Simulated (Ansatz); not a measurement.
Consider the cleavage of the Ge–Si bond: `C[SiH]([GeH3])C#N` + `N[SiH](O)F` → `O[SiH](F)[NH][GeH3]` + `C[SiH2]C#N`.

Isolated molecules relaxed with PBE0-D4/def2-TZVP in Ansatz; ΔE leaves out vibrations. CBS: MP2 limit from def2 TZ/QZ plus the TZ coupled-cluster correction, frozen cores. This one scheme is used for every species. Functionals use def2-TZVPP. B3LYP here is the variant with VWN-RPA as its local correlation; programs differ in this. For Ge outer-core shells are correlated without core-valence functions, which leaves a few kJ/mol of doubt a bond. Scalar relativity is left out up to krypton. One conformer a species, not always the lowest.

**Question.** Is it downhill or uphill in electronic energy at CCSD(T)/CBS, and by how much? (Best estimate.)

**Answer.** Ansatz gave: Uphill: ΔE = +8.5 kJ/mol.

**Question.** What do these levels give: B97M-V, B3LYP-D4, r2SCANh-D4, HF/def2-SVP, CCSD/def2-SVP, MP2/CBS(def2)? (Best estimate.)

**Answer.** Computed: B97M-V 10.8, B3LYP-D4 10.7, r2SCANh-D4 15.0, HF/def2-SVP -14.3, CCSD/def2-SVP -7.0, MP2/CBS(def2) 6.4 kJ/mol.

Largest T1 diagnostic among the species: 0.012.

Leaving LDA and LC-ωPBE aside and taking each functional with its dispersion term where it has one, the values, not all of them listed here, spread over 19.5 kJ/mol, from BHLYP-D4 to PBE-D4. In def2-TZVPP, CCSD(T) changes the Hartree–Fock value by +14.1 kJ/mol (the triples alone add +1.3 kJ/mol) and MP2 by +12.0 kJ/mol. At CCSD(T), def2-SVP lies −14.9 kJ/mol from the extrapolated value and def2-TZVPP −4.1 kJ/mol.
